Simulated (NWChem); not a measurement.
System: CH$_{3}$AlCl$_{2}$O; SMILES [Cl][Al]([Cl])[O]C

Input file for NWChem:

```
start job
memory heap 200 mb stack 900 mb global 1100 mb
geometry units angstroms noautoz
  Al     0.145184     0.049876    -0.001717
  Cl     1.637074     1.499178     0.029570
  Cl    -1.861721     0.623579    -0.062192
  O      0.590611    -1.562876     0.022834
  C      0.058803    -2.848255     0.007134
  H      0.409582    -3.397635    -0.883207
  H      0.390592    -3.410416     0.896625
  H     -1.046000    -2.852141    -0.004750
end
basis spherical
  * library def2-svpd
end
dft
  xc pbe0
  iterations 150
end
tddft
  cis
  nroots 6
  notriplet
end
task tddft energy
```

Parts of the log:

```
             Northwest Computational Chemistry Package (NWChem) 7.3.0
             --------------------------------------------------------

 C1  symmetry detected

                             Geometry "geometry" -> ""
                             -------------------------

 Output coordinates in angstroms (scale by  1.889725989 to convert to a.u.)

  No.       Tag          Charge          X              Y              Z
 ---- ---------------- ---------- -------------- -------------- --------------
    1 Al                  13.0000     0.04553893     0.12597531     0.00135084
    2 Cl                  17.0000     0.66980540     2.11028308    -0.00088456
    3 Cl                  17.0000    -1.99373260    -0.32327914    -0.00010896
    4 O                    8.0000     1.20427756    -1.08120783     0.00460874
    5 C                    6.0000     1.34691221    -2.46499140    -0.00337861
    6 H                    1.0000     1.89233824    -2.78916450    -0.90614859
    7 H                    1.0000     1.92993639    -2.79453772     0.87342536
    8 H                    1.0000     0.37678792    -2.99343271     0.01545388

 Effective nuclear repulsion energy (a.u.)     322.7289827148

                                 NWChem DFT Module
                                 -----------------

 Summary of "ao basis" -> "ao basis" (spherical)
 ------------------------------------------------------------------------------
       Tag                 Description            Shells   Functions and Types
 ---------------- ------------------------------  ------  ---------------------
 Al                        def2-svpd                10       24   5s3p2d
 Cl                        def2-svpd                11       27   5s4p2d
 O                         def2-svpd                 9       23   4s3p2d
 C                         def2-svpd                 8       20   4s2p2d
 H                         def2-svpd                 4        8   2s2p

            General Information
            -------------------
          SCF calculation type: DFT
          Wavefunction type:  closed shell.
          No. of atoms     :     8
          No. of electrons :    64
           Alpha electrons :    32
            Beta electrons :    32
          Charge           :     0
          Spin multiplicity:     1
          Use of symmetry is: off; symmetry adaption is: off
          Maximum number of iterations: 150
          AO basis - number of functions:   145
                     number of shells:    61
          Convergence on energy requested:  1.00D-06
          Convergence on density requested:  1.00D-05
          Convergence on gradient requested:  5.00D-04

              XC Information
              --------------
                         PBE0 Method XC Functional
                     Hartree-Fock (Exact) Exchange  0.250
          PerdewBurkeErnzerhof Exchange Functional  0.750
            Perdew 1991 LDA Correlation Functional  1.000 local
           PerdewBurkeErnz. Correlation Functional  1.000 non-local

             Grid Information
             ----------------
          Grid used for XC integration:  medium
          Radial quadrature: Mura-Knowles
          Angular quadrature: Lebedev.
          Tag              B.-S. Rad. Rad. Pts. Rad. Cut. Ang. Pts.
          ---              ---------- --------- --------- ---------
          Al                  1.25       88          11.0       590
          Cl                  1.00       88          13.0       590
          O                   0.60       49          12.0       434
          C                   0.70       49          14.0       434
          H                   0.35       45          14.0       434
          Grid pruning is: on
          Number of quadrature shells:   497
          Spatial weights used:  Erf1

      Superposition of Atomic Density Guess
      -------------------------------------

 Sum of atomic energies:       -1274.26802732

      Non-variational initial energy
      ------------------------------

 Total energy =   -1275.801696
 1-e energy   =   -2403.477697
 2-e energy   =     804.947019
 HOMO         =      -0.397541
 LUMO         =      -0.036881

   convergence    iter        energy       DeltaE   RMS-Dens  Diis-err
 ---------------- ----- ----------------- --------- --------- ---------
 d= 0,ls=0.0,diis     1  -1277.0945512041 -1.60D+03  1.63D-02  7.35D-01
 d= 0,ls=0.0,diis     2  -1277.0453214299  4.92D-02  8.44D-03  1.29D+00
 d= 0,ls=0.0,diis     3  -1277.1720590333 -1.27D-01  1.55D-03  4.50D-02
 d= 0,ls=0.0,diis     4  -1277.1753407109 -3.28D-03  6.53D-04  8.73D-03
 d= 0,ls=0.0,diis     5  -1277.1765774786 -1.24D-03  6.54D-05  3.48D-05
  Resetting Diis
 d= 0,ls=0.0,diis     6  -1277.1765813956 -3.92D-06  1.93D-05  6.54D-06
 d= 0,ls=0.0,diis     7  -1277.1765821634 -7.68D-07  8.24D-06  2.74D-07

         Total DFT energy =    -1277.176582163442
      One electron energy =    -2407.030499218320
           Coulomb energy =      896.943196774480
    Exchange-Corr. energy =      -89.818262434409
 Nuclear repulsion energy =      322.728982714808

 Numeric. integr. density =       63.999990945592

                       DFT Final Molecular Orbital Analysis
                       ------------------------------------

 Vector   30  Occ=2.000000D+00  E=-3.478669D-01
              MO Center= -2.7D-01,  7.7D-01,  3.3D-04, r^2= 5.0D+00
   Bfn.  Coefficient  Atom+Function         Bfn.  Coefficient  Atom+Function
  ----- ------------  ---------------      ----- ------------  ---------------
    36      0.444549  2 Cl px                64      0.385535  3 Cl py
    33      0.346622  2 Cl px                61      0.298051  3 Cl py
    30      0.199720  2 Cl px                90      0.196528  4 O  py
    58      0.171977  3 Cl py                83      0.126433  4 O  px
     4     -0.117529  1 Al s                106     -0.097103  5 C  px

 Vector   31  Occ=2.000000D+00  E=-3.237668D-01
              MO Center=  8.5D-01, -1.4D+00,  1.2D-02, r^2= 3.1D+00
   Bfn.  Coefficient  Atom+Function         Bfn.  Coefficient  Atom+Function
  ----- ------------  ---------------      ----- ------------  ---------------
    83      0.475896  4 O  px                82      0.424531  4 O  s
    86      0.331273  4 O  px               138      0.243776  8 H  s
     4     -0.240860  1 Al s                106     -0.207681  5 C  px
     3     -0.198430  1 Al s                 64     -0.152194  3 Cl py
   109     -0.139832  5 C  px                84      0.130363  4 O  py

 Vector   32  Occ=2.000000D+00  E=-3.213255D-01
              MO Center=  1.2D+00, -1.4D+00, -1.0D-02, r^2= 2.4D+00
   Bfn.  Coefficient  Atom+Function         Bfn.  Coefficient  Atom+Function
  ----- ------------  ---------------      ----- ------------  ---------------
    85      0.503356  4 O  pz                88      0.367240  4 O  pz
   108     -0.230256  5 C  pz               122      0.226687  6 H  s
   130     -0.215015  7 H  s                 38     -0.119745  2 Cl pz
    65     -0.101056  3 Cl pz               123      0.098781  6 H  s
   131     -0.097222  7 H  s                111     -0.091858  5 C  pz

 Vector   33  Occ=0.000000D+00  E=-4.368890D-02
              MO Center= -9.6D-02,  2.2D-01,  2.1D-04, r^2= 6.7D+00
   Bfn.  Coefficient  Atom+Function         Bfn.  Coefficient  Atom+Function
  ----- ------------  ---------------      ----- ------------  ---------------
     5      1.265859  1 Al s                  4      0.970137  1 Al s
    29     -0.604124  2 Cl s                 56     -0.490127  3 Cl s
     3      0.372355  1 Al s                105     -0.309440  5 C  s
    40      0.300277  2 Cl py                66     -0.290181  3 Cl px
     2      0.238693  1 Al s                 63     -0.238019  3 Cl px

[...]

                                NWChem TDDFT Module
                                -------------------

            General Information
            -------------------
           No. of orbitals :     290
            Alpha orbitals :     145
             Beta orbitals :     145
        Alpha frozen cores :       0
         Beta frozen cores :       0
     Alpha frozen virtuals :       0
      Beta frozen virtuals :       0
         Spin multiplicity :       1
    Number of AO functions :     145
        Use of symmetry is : off
      Symmetry adaption is : off
         Schwarz screening :  0.10D-07

              XC Information
              --------------
                  PBE0 Method XC Functional
              Hartree-Fock (Exact) Exchange   0.25
   PerdewBurkeErnzerhof Exchange Functional   0.75
     Perdew 1991 LDA Correlation Functional   1.00 local
    PerdewBurkeErnz. Correlation Functional   1.00 non-local

             TDDFT Information
             -----------------
          Calculation type : Tamm-Dancoff TDDFT
         Wavefunction type : Restricted singlets
          No. of electrons :      64
           Alpha electrons :      32
            Beta electrons :      32
              No. of roots :       6
          Max subspacesize :    5200
            Max iterations :     100
               Target root :       1
           Target symmetry : none
      Symmetry restriction : off
                 Algorithm : Optimal
        Davidson threshold :  0.10D-03

    6 smallest eigenvalue differences (eV)
--------------------------------------------------------
  No. Spin  Occ  Vir  Irrep   E(Occ)    E(Vir)   E(Diff)
--------------------------------------------------------
    1    1   32   33 a        -0.321    -0.044     7.555
    2    1   31   33 a        -0.324    -0.044     7.621
    3    1   32   34 a        -0.321    -0.019     8.238
    4    1   30   33 a        -0.348    -0.044     8.277
    5    1   31   34 a        -0.324    -0.019     8.304
    6    1   29   33 a        -0.355    -0.044     8.478
--------------------------------------------------------

  Entering Davidson iterations
  Restricted singlet excited states

  Iter   NTrls   NConv    DeltaV     DeltaE      Time
  ----  ------  ------  ---------  ---------  ---------
    1      6       0     0.15E+00   0.10+100       21.0
    2     12       0     0.20E-01   0.18E-01       21.0
    3     18       0     0.81E-02   0.11E-02       21.0
    4     24       0     0.70E-02   0.24E-03       21.0
    5     30       1     0.75E-02   0.24E-03       21.1
    6     35       4     0.40E-02   0.14E-03       20.0
    7     37       5     0.91E-03   0.20E-04       15.9
    8     38       5     0.30E-03   0.16E-05       14.5
    9     39       6     0.86E-04   0.13E-06       14.5
  ----  ------  ------  ---------  ---------  ---------
  Convergence criterion met

  Ground state a       -1277.176582163442 a.u.

  ----------------------------------------------------------------------------
  Root   1 singlet a              0.228516566 a.u.                6.2183 eV
  ----------------------------------------------------------------------------
     Transition Moments    X -0.00308   Y -0.00122   Z  0.13234
     Dipole Oscillator Strength                    0.0026700002
     Electric Quadrupole                           0.0000000364
     Magnetic Dipole                               0.0000001784
     Total Oscillator Strength                     0.0026702150

     Occ.   27  a   ---  Virt.   33  a        0.05238
     Occ.   32  a   ---  Virt.   33  a       -0.98981
     Occ.   32  a   ---  Virt.   36  a        0.07114
     Occ.   32  a   ---  Virt.   37  a       -0.07061
  ----------------------------------------------------------------------------
  Root   2 singlet a              0.232681568 a.u.                6.3316 eV
  ----------------------------------------------------------------------------
     Transition Moments    X -0.21146   Y  0.08550   Z -0.00436
     Dipole Oscillator Strength                    0.0080731850
     Electric Quadrupole                           0.0000000237
     Magnetic Dipole                               0.0000000003
     Total Oscillator Strength                     0.0080732090

     Occ.   31  a   ---  Virt.   33  a        0.97897
     Occ.   31  a   ---  Virt.   36  a       -0.05787
     Occ.   31  a   ---  Virt.   37  a        0.06081
     Occ.   32  a   ---  Virt.   34  a        0.15378
  ----------------------------------------------------------------------------
  Root   3 singlet a              0.251821645 a.u.                6.8524 eV
  ----------------------------------------------------------------------------
     Transition Moments    X  0.00032   Y -0.00636   Z -0.04318
     Dipole Oscillator Strength                    0.0003198545
     Electric Quadrupole                           0.0000000161
     Magnetic Dipole                               0.0000003639
     Total Oscillator Strength                     0.0003202344

     Occ.   31  a   ---  Virt.   34  a       -0.99468
  ----------------------------------------------------------------------------
  Root   4 singlet a              0.255991784 a.u.                6.9659 eV
  ----------------------------------------------------------------------------
     Transition Moments    X  0.33126   Y  0.28828   Z  0.00097
     Dipole Oscillator Strength                    0.0329103710
     Electric Quadrupole                           0.0000000203
     Magnetic Dipole                               0.0000009434
     Total Oscillator Strength                     0.0329113347

     Occ.   29  a   ---  Virt.   34  a       -0.08333
     Occ.   30  a   ---  Virt.   33  a       -0.97289
     Occ.   30  a   ---  Virt.   35  a        0.05821
     Occ.   32  a   ---  Virt.   34  a       -0.17049
  ----------------------------------------------------------------------------
  Root   5 singlet a              0.260108578 a.u.                7.0779 eV
  ----------------------------------------------------------------------------
     Transition Moments    X -0.00004   Y -0.00017   Z  0.00939
     Dipole Oscillator Strength                    0.0000152969
     Electric Quadrupole                           0.0000004277
     Magnetic Dipole                               0.0000017241
     Total Oscillator Strength                     0.0000174487

     Occ.   29  a   ---  Virt.   33  a       -0.99113
     Occ.   29  a   ---  Virt.   35  a        0.07985
     Occ.   29  a   ---  Virt.   36  a        0.05496
  ----------------------------------------------------------------------------
  Root   6 singlet a              0.265704594 a.u.                7.2302 eV
  ----------------------------------------------------------------------------
     Transition Moments    X -0.40019   Y  0.47308   Z  0.00534
     Dipole Oscillator Strength                    0.0680173928
     Electric Quadrupole                           0.0000007917
     Magnetic Dipole                               0.0000004232
     Total Oscillator Strength                     0.0680186077

     Occ.   28  a   ---  Virt.   33  a        0.36646
     Occ.   30  a   ---  Virt.   33  a        0.15753
     Occ.   31  a   ---  Virt.   33  a        0.14076
     Occ.   31  a   ---  Virt.   36  a        0.08331
     Occ.   31  a   ---  Virt.   37  a        0.05659
     Occ.   31  a   ---  Virt.   47  a        0.05565
     Occ.   32  a   ---  Virt.   34  a       -0.88485

              Target root =      1
          Target symmetry = none
      Ground state energy =  -1277.176582163442
        Excitation energy =      0.228516565828
     Excited state energy =  -1276.948065597614

  stored tddft:energy   -1276.9480655976140
```

Level: PBE0/def2-SVPD, TDA. Coordinates come from a PBE0/def2-SVP optimisation.
